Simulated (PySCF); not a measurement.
**Correlation energy of Cl²⁺ (chlorine, charge +2)**

[Ne] 3s2 3p3, high-spin 4S determinant. Calculation: PySCF 2.14, in cc-pV(D+d)Z; the non-relativistic Hamiltonian (point nucleus). Frozen: [Ne]; 5 electrons correlated.

MP2 pair energies summed by pair of shells (mhartree):

```csv
pair,energy,share (%)
3s-3p,-48.34,65.7
3p-3p,-17.98,24.4
3s-3s,-7.31,9.9
```

Total MP2 correlation energy: -73.63 mhartree.

Same-spin part -19.45 and opposite-spin part -54.18 mhartree; SCS-MP2 scales them by 1/3 and 6/5 to -71.50 mhartree.

```json
{"level": "CCSD", "correlation energy (mhartree)": "-94.74"}
{"level": "(T)", "correlation energy (mhartree)": "-0.98"}
{"level": "CCSD(T)", "correlation energy (mhartree)": "-95.72"}
```

Diagnostics: T1 = 0.0018, D1 = 0.0056, largest double amplitude 0.063.

Cost of the coupled-cluster step: 0.11 s of wall time on 1 thread of Neoverse-V1 (shared host), for 5 correlated electrons.
